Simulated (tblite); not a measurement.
Compound: C2H7NOSi.
Structure used (GFN2-xTB), in Å, numbered top down from 1:
```
atom  x, y, z in Å
C1    -1.3956   -0.8127    0.5065
O2    -1.6572    0.5565    0.2782
C3    -0.6579    1.3479   -0.1288
N4     0.5385    1.1113   -0.3649
Si5    1.7802   -0.0584   -0.4187
H6    -0.6442   -0.9387    1.2893
H7    -1.0434   -1.2987   -0.4064
H8    -2.3402   -1.2517    0.8222
H9    -1.0544    2.3604   -0.2485
H10    1.5007   -1.4540   -0.0331
H11    2.7818    0.4800    0.4981
H12    2.1928   -0.0427   -1.8201
```

Method: GFN2-xTB as coded in tblite; computed harmonic values from a numerical Hessian at the method's own geometry, unscaled. This tight-binding method is rough: wavenumbers can miss measured ones by several per cent, in bad cases by 10 to 20. Modes of hydrogen on silicon can be 10 to 20 % off. One conformer, not necessarily the lowest.

Harmonic wavenumbers (cm⁻¹): 70.3, 135.1, 174.0, 213.1, 268.8, 380.6, 568.6, 614.8, 673.0, 751.6, 776.4, 831.8, 838.2, 879.4, 965.9, 1122.2, 1134.2, 1171.3, 1338.5, 1393.4, 1454.1, 1470.8, 1790.9, 2142.3, 2274.2, 2276.9, 2904.7, 2966.8, 2977.4, 3030.7.

A = 8075, B = 2497, C = 1976 MHz; mass 89.030 u (most abundant isotopes); point group Cs, symmetry number 1.

Task: Zero-point energy?

Result: ½Σν̃ = 18795 cm⁻¹ = 53.74 kcal/mol.

Task: Give the ideal-gas entropy at 298.15 K and 1 bar in the rigid-rotor, harmonic-oscillator model (classical rotation).

Result: Translation 39.40, rotation 26.49, vibration 16.67: S = 82.6 cal/(mol K).

Task: And Cp and H(298.15 K) − H(0)?

Result: Cp = 26.50 cal/(mol K), of which vibrations give 18.55 (their classical limit is 30 R = 59.6); H(298.15 K) − H(0) = 5.11 kcal/mol without the zero-point energy, 2.74 from vibrations.

Task: Which modes carry the vibrational entropy at 298.15 K?

Result: 70.3 cm⁻¹: 4.14; 135.1 cm⁻¹: 2.87; 174.0 cm⁻¹: 2.39; 213.1 cm⁻¹: 2.02; 268.8 cm⁻¹: 1.60; 380.6 cm⁻¹: 1.04 cal/(mol K); the other 24 give 2.60 together.

Task: How do the functions run with temperature in this model?

Result: 
| T (K) | S (cal/(mol K)) | Cp (cal/(mol K)) | H − H(0) (kcal/mol) | G − H(0) (kcal/mol) | ln q(vib) |
| --- | --- | --- | --- | --- | --- |
| 100 | 61.5 | 14.4 | 1.07 | -5.08 | 0.77 |
| 200 | 73.3 | 20.3 | 2.81 | -11.85 | 2.26 |
| 300 | 82.7 | 26.6 | 5.16 | -19.66 | 3.80 |
| 500 | 99.0 | 37.3 | 11.61 | -37.88 | 6.90 |
| 800 | 119.0 | 47.8 | 24.50 | -70.68 | 11.35 |
| 1000 | 130.1 | 52.3 | 34.53 | -95.61 | 14.12 |

q(vib) and H(0) count from the zero-point level.

Task: Blend soft modes into free rotors: weight 1/[1 + (100 cm⁻¹/ν̃)⁴] for the oscillator and the rest for a rotor with moment μB/(μ + B), μ = h/(8π²ν), B = 10⁻⁴⁴ kg m². What vibrational entropy results?

Result: 15.84 cal/(mol K) in place of 16.67, which changes −T·S at 298.15 K by +0.25 kcal/mol.

Task: What must be added to the electronic energy to get the Gibbs energy at 298.15 K and 1 bar?

Result: ZPE + [H(298.15 K) − H(0)] − T·S = 53.74 + 5.11 − 24.61 = 34.24 kcal/mol.

Hindered rotation and anharmonicity are outside this model. Other conformers, if any are populated, would add a mixing term that is left out.
